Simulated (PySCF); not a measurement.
Compound: C₉H₉P.
Numbering: `[CH:1]#[C:2][c:3]1[cH:4][cH:5][c:6]([CH2:7][CH3:8])[cH:9][p:10]1`

Geometry (GFN2-xTB, Å), atoms numbered from 1 in this order:
```xyz
19
C9H9P angstrom
C      4.7387    0.6451   -0.1529
C      3.5711    0.3601   -0.1497
C      2.1967    0.0344   -0.1517
C      1.3199    0.8452   -0.8649
C     -0.0407    0.6268   -0.9438
C     -0.6864   -0.4372   -0.3196
C     -2.1817   -0.5570   -0.4334
C     -2.8623    0.1693    0.7286
C      0.0059   -1.3587    0.4439
P      1.7086   -1.3835    0.7549
H      5.7582    0.8925   -0.1532
H      1.7394    1.6978   -1.3849
H     -0.6366    1.3172   -1.5251
H     -2.5172   -0.1223   -1.3773
H     -2.4737   -1.6092   -0.4195
H     -3.9435    0.0858    0.6472
H     -2.5940    1.2236    0.7261
H     -2.5510   -0.2608    1.6783
H     -0.5612   -2.1601    0.9047
```

Probes without a nucleus sit at each ring's centroid and 1 Å off its mean plane on both sides; NICS is minus the shielding there, NICSzz its component along the normal. Level: GIAO PBE0/pcSseg-1 (PySCF, non-relativistic, gas phase) on the GFN2-xTB geometry, one conformer.

Ring bond lengths (Å), with Mayer bond orders in brackets: C3–C4 1.391 (1.38), C4–C5 1.380 (1.49), C5–C6 1.392 (1.36), C6–C9 1.383 (1.44), C9–P10 1.731 (1.32), P10–C3 1.752 (1.25).

Question: Give the NICS values of each ring in ppm.

Answer: 
| ring | type | NICS(0) | NICS(1), two faces | NICS(1)zz, two faces | rms pucker (Å) | centre to ring atoms, mean (Å) |
| --- | --- | --- | --- | --- | --- | --- |
| C3–C4–C5–C6–C9–P10 | 6-membered ring with P; formal bonds all aromatic | -7.4 | -10.2 / -10.1 | -24.6 / -24.0 | 0.00 | 1.50 |

Question: What can be read from them?

Answer: 
- C3–C4–C5–C6–C9–P10: mean NICS(1)zz -24.3 ppm, shielded.

Question: And the bond-length index? Use HOMA with the parameters of Krygowski (1993).

Answer: 
- C3–C4–C5–C6–C9–P10: HOMA 0.91; the largest term is that of P10–C3, α(R − Ropt)² = 0.35.

Question: What is the mean of the two in-plane components of NICS at the first NICS(1) probe listed for ring C3–C4–C5–C6–C9–P10, 1 Å off the ring?

Answer: The isotropic value is a third of the trace: (3 × -10.2 − (-24.6))/2 = -3.0 ppm.

Question: List the ring angles and the Hirshfeld charges of the ring atoms.

Answer: 
- C3–C4–C5–C6–C9–P10: C3 124.1° (-0.054 e), C4 124.0° (-0.034 e), C5 123.5° (-0.043 e), C6 121.7° (+0.019 e), C9 127.0° (-0.109 e), P10 99.8° (+0.106 e); sum 720.0° against 720° for a flat convex ring.
